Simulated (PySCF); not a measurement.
# Bond curve of MgBi

Set-up: PySCF, scalar-relativistic core potentials, basis sets Mg aug-cc-pVDZ, Bi aug-cc-pVDZ-PP with ECP60. Energies in eV from Mg + Bi in their ground configurations at the same level. State: ⁴Σ⁻ (quartet), unpaired electrons σ ↑, π ↑↑.

All columns are CAM-B3LYP. A positive dipole means Mg(−)Bi(+).

| R (Å) | E (eV) | μ (D) | Mulliken charge on Mg (basis-dependent) | HOMO (eV) | LUMO (eV) | Mayer bond order | ⟨S²⟩ |
| --- | --- | --- | --- | --- | --- | --- | --- |
| 2.552 | -0.055 | -0.60 | -0.05 | -5.48 | -2.21 | 1.05 | 3.76 |
| 2.670 | -0.261 | -0.77 | -0.01 | -5.55 | -2.10 | 0.95 | 3.76 |
| 2.789 | -0.367 | -0.92 | 0.03 | -5.61 | -2.01 | 0.86 | 3.76 |
| 2.878 | -0.401 | -1.02 | 0.05 | -5.66 | -1.96 | 0.79 | 3.77 |
| 2.967 | -0.408 | -1.09 | 0.07 | -5.70 | -1.91 | 0.72 | 3.77 |
| 3.056 | -0.396 | -1.14 | 0.08 | -5.75 | -1.86 | 0.66 | 3.77 |
| 3.175 | -0.361 | -1.17 | 0.09 | -5.81 | -1.82 | 0.57 | 3.78 |
| 3.323 | -0.305 | -1.15 | 0.09 | -5.89 | -1.81 | 0.47 | 3.78 |
| 3.501 | -0.235 | -1.04 | 0.08 | -5.98 | -1.85 | 0.35 | 3.78 |
| 3.738 | -0.156 | -0.83 | 0.06 | -6.10 | -1.88 | 0.23 | 3.78 |

A fit through these points gives, at Re = 2.949 Å, μ = -1.08 D and dμ/dR = -0.759 D/Å; the reduced mass is 21.52 u.

Problem. How strong is the fundamental in the double-harmonic approximation, I = 42.26·(dμ/dR)²/μred km/mol?

Solution. I = 42.26·(-0.759)²/21.52 = 1.13 km/mol at CAM-B3LYP.

Spin–orbit coupling is left out, which matters for elements this heavy, above all for dissociation energies. The state was picked by a PBE0 search and need not be the measured ground state.
